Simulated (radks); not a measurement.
Values are calculated unless marked as measured or tabulated.
Isoelectronic series with 54 electrons, each ion in its NIST ground configuration. Level of theory: Dirac Kohn-Sham, LDA (Slater exchange, Perdew-Wang correlation), spin-unpolarised, spherical densities, finite nucleus; open shells are shared between the two j in proportion to 2j + 1; Fermi nuclear charge, rms radius of each element as measured or else 0.836 A^(1/3) + 0.57 fm (a radial shooting solver on a logarithmic mesh with Libxc functionals). Total energies (hartree) and mean radii <r> (bohr) (* marks an orbital that is empty in some or all of the ions):

ion            configuration  E (hartree)  5p3/2*  5p1/2*  5s1/2*
Xe                      [Xe]  -7444.06210   2.351   2.228   1.856
Ba2+                    [Xe]   -8132.1561   1.919   1.838   1.629
Ce4+                    [Xe]   -8855.4314   1.661   1.597   1.458
Nd6+   [Kr] 4d10 4f2 5s2 5p4   -9613.8776   1.524   1.466   1.357
Sm8+   [Kr] 4d10 4f4 5s2 5p2  -10409.6312   1.412   1.359   1.270
Gd10+  [Kr] 4d10 4f5 5s2 5p1  -11243.4835   1.304   1.254   1.183
Dy12+      [Kr] 4d10 4f6 5s2  -12115.7747   1.212   1.165   1.106
Er14+      [Kr] 4d10 4f7 5s1  -13025.9663   1.133   1.087   1.038
Yb16+          [Kr] 4d10 4f8  -13975.8848   1.063   1.018  0.9778
Hf18+          [Kr] 4d10 4f8  -14965.9456  0.9963  0.9526  0.9190
W20+           [Kr] 4d10 4f8  -15996.4568  0.9379  0.8950  0.8668
Os22+          [Kr] 4d10 4f8  -17068.1929  0.8863  0.8439  0.8202
Pt24+          [Kr] 4d10 4f8  -18182.0896  0.8404  0.7984  0.7783
Hg26+          [Kr] 4d10 4f8  -19339.0476  0.7992  0.7574  0.7403
